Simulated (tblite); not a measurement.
Species: C7H11N.
SMILES with atom numbers: `[H]/[N:8]=[CH:7]\[CH2:6][C@@H:5]1[C:2](=[CH2:1])[CH2:3][CH2:4]1` (hydrogens: H9, H10 on C1; H11, H12 on C3; H13, H14 on C4; H15 on C5; H16, H17 on C6; H18 on C7; H19 on N8)

Computed with GFN2-xTB (tblite), gas phase: nudged elastic band of 9 images (0 to 8), spring 0.2 eV/Å², climbing image at the end, force threshold 0.05 eV/Å. No saddle search or frequency run followed, so the top image need not be a first-order saddle, and its height can exceed the method's true barrier by a kcal/mol or more.

The band describes a rotation about C5–C6 (allylic carbon, chain CH2 carbon), followed by the dihedral C4–C5–C6–C7, from the optimised start (71°) to a second optimised geometry at -179°.

Question: Give the energy profile along the converged band.

Answer: 
| image | dihedral (°) | E (eV) | C5–C6 (Å) | C4···C7 (Å) | largest true force (eV/Å) |
| --- | --- | --- | --- | --- | --- |
| 0 | 71 | 0.000 | 1.528 | 3.19 | 0.01 |
| 1 | 84 | 0.013 | 1.528 | 3.32 | 0.03 |
| 2 | 97 | 0.042 | 1.530 | 3.47 | 0.04 |
| 3 | 111 | 0.073 | 1.533 | 3.60 | 0.04 |
| 4 | 125 | 0.092 | 1.536 | 3.71 | 0.03 |
| 5 | 139 | 0.088 | 1.537 | 3.80 | 0.03 |
| 6 | 153 | 0.065 | 1.535 | 3.86 | 0.04 |
| 7 | 167 | 0.042 | 1.532 | 3.90 | 0.04 |
| 8 | -179 | 0.025 | 1.533 | 3.90 | 0.01 |

Barriers of this band. The top is image 4 at 125°: 0.092 eV forward and 0.067 eV back; the end lies 0.025 eV above the start. The central bond is 0.008 Å longer at the top than at the start.

Question: What rate follows at 298 K for crossing this barrier forward?

Answer: Taking the electronic barrier for the free energy of activation (no zero-point or entropy terms, transmission 1), rate = (kT/h)·exp(−ΔE/kT) ≈ 2 × 10^11 s⁻¹, whose inverse is 6 × 10^-12 s. An error of 1 kcal/mol in the barrier changes this by a factor of 5, and the method and the loose band can each miss by that much or more. The barrier is only 3.6 kT, where transition-state theory is rough.

Question: How would the two end points share their population at 298 K, from these energies alone?

Answer: exp(−ΔE/kT) with ΔE = 0.025 eV gives 0.38 for the higher one (end) against 1 for the lower, without vibrational, rotational or degeneracy terms. GFN2-xTB can put conformers this close in the wrong order.

Question: How long is the path, and how are the images spaced?

Answer: Cartesian distances between aligned neighbours (all atoms, Å): 0.73, 0.73, 0.73, 0.74, 0.74, 0.75, 0.79, 1.12; the sum is 6.31 Å, and the top lies 46 % of the way along.

The cost below is that of the whole band run. Time: 3.9 s of wall time; peak memory 0.19 GiB. Hardware: one thread, Intel Xeon Platinum 8375C at 2.90 GHz (x86_64) (shared host).
